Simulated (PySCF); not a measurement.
**Two-dimensional NMR puzzle**

Compound of formula C₇H₇NOSi. Correlations simulated from computed shifts and the bond graph:

HSQC (one-bond C–H):
```tsv
δH	δC
11.91	238.0
6.90	145.3
6.12	130.8
2.32	6.2
```

COSY cross peaks (H two or three bonds apart, from the bond graph; peaks can be absent where the dihedral angle is near 90°):
```tsv
δH	δH
11.91	4.51
6.90	6.12
6.12	4.51
```

HMBC (two and three bonds, from the bond graph):
```tsv
δH	δC
11.91	130.8, 122.3
6.90	130.8, 108.4, 86.5
6.12	238.0, 145.3, 122.3, 86.5
4.51	238.0, 145.3, 130.8, 122.3
2.32	108.4, 86.5
```

Carbons without hydrogens: δ 122.3, 108.4, 86.5.

One averaged value for each set of equivalent atoms, isolated molecule, relativity neglected, a single conformation. NMR shieldings at PBE0/pcSseg-1/GIAO; structure optimised with GFN2-xTB; PySCF 2.14.

Referencing at the same level of theory: ¹H, ¹³C vs TMS.

Exchangeable hydrogens are left out of these lists.

Task: Work out the connectivity.

Result: SMILES O=C[Si@@H](/C=C/C#CC)C#N.

Numbering as in the mapped SMILES `[CH3:1][C:2]#[C:3]/[CH:4]=[CH:5]/[Si@@H:6]([C:7]#[N:8])[CH:9]=[O:10]`; H(Xn) means a hydrogen on atom n.

1. δC 238.0 is C9, a carbonyl carbon (δH 11.91).
2. δC 145.3 is C4, an alkene CH (δH 6.90).
3. δC 130.8 is C5, an alkene CH (δH 6.12).
4. δC 122.3 is C7, a nitrile carbon.
5. δC 108.4 is C2, an alkyne carbon.
6. δC 86.5 is C3, an alkyne carbon.
7. δC 6.2 is C1, a propargylic methyl carbon (δH 2.32).
8. HMBC from δH 11.91 reaches the proton-free carbon C7.
9. HMBC from δH 6.90 reaches the proton-free carbons C2, C3.
10. HMBC from δH 6.12 reaches the proton-free carbons C7, C3.
11. HMBC from δH 4.51 reaches the proton-free carbon C7.
12. COSY links 11.91–4.51, 6.90–6.12, 6.12–4.51.

The data come from this structure; uniqueness wasn't tested.

Shifts are as computed. Against solution values, carbons near 30 ppm lie about +3 ppm off and those near 130 ppm about +5 ppm. Of 1309 compounds with measured shifts, 239 miss one by over three times the rms of a fit or turn the order of signals round; such compounds aren't used in these exercises.
